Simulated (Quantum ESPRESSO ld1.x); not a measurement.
The numbers below are computed, except where a source is named.
Problem. The mean radii <r> (bohr) of the occupied orbitals of an atom or ion are listed with their occupations. Code: ld1.x of Quantum ESPRESSO 7.5. Model: scalar-relativistic Kohn-Sham, LDA (Slater exchange, Perdew-Wang correlation), spin-polarised, spherical densities, point nucleus.

| orbital | occ. | <r> |
|---|---|---|
| 1s | 2 | 0.05221 |
| 2s | 2 | 0.2357 |
| 2p | 6 | 0.2066 |
| 3s | 2 | 0.7140 |
| 3p | 6 | 0.7513 |
| 3d | 10 | 1.014 |

Name the element and its charge. Open shells, if any, are filled with parallel spins first.

Solution. Z = 29, copper, charge +1: Cu+ in [Ar] 3d10. The 1s radius gives Z: for a bare nucleus <r> = (2 gamma + 1)/(2Z) with gamma = sqrt(1 - (Z/c)^2), 0.05094 bohr for Z = 29, and screening makes it slightly larger (0.05221 here). The occupations add up to 28, and the charge is Z minus that.
